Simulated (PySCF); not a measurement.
C4H2BrF, SMILES Br/C(C#C)=C/F. Coordinates come from a PBE-D3(BJ)/def2-SVP optimisation. The structure was generated by enumeration; whether it is a known compound was not checked.

Computed equilibrium geometry at PBE-D3(BJ)/def2-SVP (PySCF confirms it by a frequency run) as a Z-matrix, and its point group:
point group Cs.
```
C
C 1 1.3570
F 2 1.3332 1 121.33
H 2 1.1013 3 114.49 1 180.00
C 1 1.4116 2 124.96 4 180.00
C 5 1.2264 2 154.10 4 180.00
H 6 1.0811 2 162.26 4 180.00
Br 1 1.9156 2 117.50 4 0.00
```
